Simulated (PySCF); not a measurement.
## AsSF: fields on a plane

Computed with PBE0 in PySCF with As def2-TZVP, S def2-TZVP, F def2-TZVP; no relativity; density-fitted integrals.

The singlet minimum has As–F 1.753 Å, As–S 2.007 Å; F–As–S 106.1°.

The plane holds As1 at (0.00, 0.00), S2 at (2.01, 0.00), F3 at (-0.48, 1.68) Å. Columns run from x = -2.55 to 4.35 Å, rows from y = 4.05 (top) to -1.95 Å, in steps of 0.3 Å. Other isomers or separated fragments may lie lower.

Task: Give the highest occupied orbital (Å^-3/2) at -7.90 eV (cut at ±0.3; overall sign arbitrary). Lower edges of the bins (Å^-3/2): '0' -0.300, '1' -0.240, '2' -0.180, '3' -0.120, '4' -0.060, '5' 0.000, '6' 0.060, '7' 0.120, '8' 0.180, '9' 0.240; top 0.30.

Result: 
```
555555555555555555555555
555555555555555555555555
555555555555555555555555
555555555555555555555555
555555555555555555555555
555556666555555555555555
555556886555555555555555
555557996555566666655555
555555510345667776665555
555554000356678888766555
555554312456789999876555
555555555567899999976555
555566776556789999976555
555667864244456039866555
555667860952101954555555
555667875631000001344455
555566776531000000234444
555566665432100001234444
555555555433211112334444
555555555443322223344444
555555554444333333444444
```

Task: Give the electron density (e/Å³) (cut at 5 e/Å³). Lower edges of the bins (e/Å³): '0' 0.000, '1' 0.030, '2' 0.076, '3' 0.151, '4' 0.268, '5' 0.455, '6' 0.750, '7' 1.218, '8' 1.960, '9' 3.136; top 5.00.

Result: 
```
000000000000000000000000
000000000000000000000000
000000000000000000000000
000000000000000000000000
000001121100000000000000
000013444210000000000000
000135787521000000000000
000147999631000000000000
000248999742111111000000
000147999642222322110000
000135787543344444210000
000123566654456665421000
000123579976667876531000
000124699996679997532000
000124699996679997532000
000124589976667876531000
000123456654456665421000
000012344433344444210000
000001222222222322100000
000000111111111111000000
000000000000000000000000
```
